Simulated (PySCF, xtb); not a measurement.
C₄H₇NS, SMILES C(N)=C=CSC. Other conformers were not sampled.

Harmonic wavenumbers (cm⁻¹) from GFN2-xTB in xtb 6.7.1 at its own minimum, in rising order: 23, 89, 140, 150, 237, 274, 351, 409, 540, 690, 700, 720, 730, 848, 942, 953, 999, 1120, 1175, 1240, 1316, 1428, 1451, 1455, 1516, 2041, 3017, 3021, 3026, 3030, 3060, 3429, 3481.

Q: What does PBE-D3(BJ)/def2-SVP in PySCF give at its own minimum? (An estimate is asked for; the answer gives what the named calculation found.)

A: 20, 87, 127, 150, 244, 282, 377, 432, 574, 595, 705, 730, 730, 858, 926, 939, 975, 1128, 1186, 1251, 1280, 1389, 1405, 1442, 1565, 1997, 2971, 3017, 3039, 3071, 3093, 3466, 3579. Paired by order, the mean absolute difference is 25 cm⁻¹ and the zero-point energies are 62.3 and 62.4 kcal/mol.
